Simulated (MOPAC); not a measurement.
MOPAC input (PM7):

```
PM7 1SCF CHARGE=1 GEO-OK AUX(PRECISION=9) THREADS=1
C3H7O

C    -1.54239160 1    0.14966775 1   -0.06167306 1
C    -0.21272039 1   -0.48333741 1   -0.22325539 1
C     0.97966684 1    0.23859983 1   -0.65101960 1
O     0.89446574 1   -0.05956607 1    0.82943703 1
H    -2.08877611 1   -0.28467441 1    0.77538915 1
H    -2.11210549 1   -0.07007489 1   -0.97071802 1
H    -1.48426528 1    1.23432464 1    0.03979722 1
H    -0.16506973 1   -1.56499507 1   -0.25622852 1
H     0.91132549 1    1.29676390 1   -0.87149703 1
H     1.82265005 1   -0.29118867 1   -1.07286526 1
H     0.61318598 1    0.72679204 1    1.33631456 1
```

From the output:

```
                                                       MOPAC v23.2.5 Linux

          FINAL HEAT OF FORMATION =        164.26637 KCAL/MOL =     687.29050 KJ/MOL

          COSMO AREA              =        101.25 SQUARE ANGSTROMS
          COSMO VOLUME            =         85.61 CUBIC ANGSTROMS

          IONIZATION POTENTIAL    =         18.180594 EV
          HOMO LUMO ENERGIES (EV) =        -18.181 -6.451
          NO. OF FILLED LEVELS    =         12
          MOLECULAR WEIGHT        =         59.0877         POINT GROUP:  C1

          MOLECULAR DIMENSIONS (Angstroms)

            Atom       Atom       Distance
            H    10    H     5     4.32612
            H    11    H     6     3.34701
            H     9    H     8     2.80383

          SCF CALCULATIONS        =          1

   ATOM   CHEMICAL          X               Y               Z
  NUMBER   SYMBOL      (ANGSTROMS)     (ANGSTROMS)     (ANGSTROMS)

     1       C         -1.54239160  *   0.14966775  *  -0.06167306  *
     2       C         -0.21272039  *  -0.48333741  *  -0.22325539  *
     3       C          0.97966684  *   0.23859983  *  -0.65101960  *
     4       O          0.89446574  *  -0.05956607  *   0.82943703  *
     5       H         -2.08877611  *  -0.28467441  *   0.77538915  *
     6       H         -2.11210549  *  -0.07007489  *  -0.97071802  *
     7       H         -1.48426528  *   1.23432464  *   0.03979722  *
     8       H         -0.16506973  *  -1.56499507  *  -0.25622852  *
     9       H          0.91132549  *   1.29676390  *  -0.87149703  *
    10       H          1.82265005  *  -0.29118867  *  -1.07286526  *
    11       H          0.61318598  *   0.72679204  *   1.33631456  *

                             CARTESIAN COORDINATES

   1    C       -1.542391600     0.149667750    -0.061673060
   2    C       -0.212720390    -0.483337410    -0.223255390
   3    C        0.979666840     0.238599830    -0.651019600
   4    O        0.894465740    -0.059566070     0.829437030
   5    H       -2.088776110    -0.284674410     0.775389150
   6    H       -2.112105490    -0.070074890    -0.970718020
   7    H       -1.484265280     1.234324640     0.039797220
   8    H       -0.165069730    -1.564995070    -0.256228520
   9    H        0.911325490     1.296763900    -0.871497030
  10    H        1.822650050    -0.291188670    -1.072865260
  11    H        0.613185980     0.726792040     1.336314560

           Empirical Formula: C3 H7 O  =    11 atoms

      MOLECULAR POINT GROUP   :   C1

                  EIGENVALUES
 -39.25990 -33.82523 -30.88305 -26.96364 -24.26799 -23.40350 -21.10062 -20.66017
 -20.32893 -19.39906 -18.74903 -18.18059  -6.45136  -5.12890  -3.01843  -2.32870
  -1.71218  -0.87638  -0.50616  -0.35479   0.11398   0.26259   1.37385

              NET ATOMIC CHARGES AND DIPOLE CONTRIBUTIONS

  ATOM NO.   TYPE          CHARGE      No. of ELECS.   s-Pop       p-Pop
    1          C          -0.496048        4.4960     1.05680     3.43924
    2          C           0.157941        3.8421     1.14139     2.70067
    3          C          -0.062541        4.0625     1.13723     2.92531
    4          O          -0.203201        6.2032     1.87091     4.33229
    5          H           0.213416        0.7866     0.78658
    6          H           0.229729        0.7703     0.77027
    7          H           0.190210        0.8098     0.80979
    8          H           0.204416        0.7956     0.79558
    9          H           0.195717        0.8043     0.80428
   10          H           0.217534        0.7825     0.78247
   11          H           0.352827        0.6472     0.64717
 DIPOLE           X         Y         Z       TOTAL
 POINT-CHG.    -0.044     0.716    -0.885     1.139
 HYBRID         0.230     0.267     0.691     0.776
 SUM            0.186     0.983    -0.194     1.019

          ATOMIC ORBITAL ELECTRON POPULATIONS

     Atom    s        px        py        pz
    1  C   1.05680   1.03009   1.17684   1.23232
    2  C   1.14139   0.89403   1.10616   0.70048
    3  C   1.13723   1.07522   1.16228   0.68780
    4  O   1.87091   1.57410   1.48363   1.27456
    5  H   0.78658
    6  H   0.77027
    7  H   0.80979
    8  H   0.79558
    9  H   0.80428
   10  H   0.78247
   11  H   0.64717

 **********************
 *                    *
 * JOB ENDED NORMALLY *
 *                    *
 **********************

 == MOPAC DONE ==
```

The dipole moment of an ion depends on the origin.

The geometry given is a B3LYP-D3(BJ)/def2-TZVP minimum.
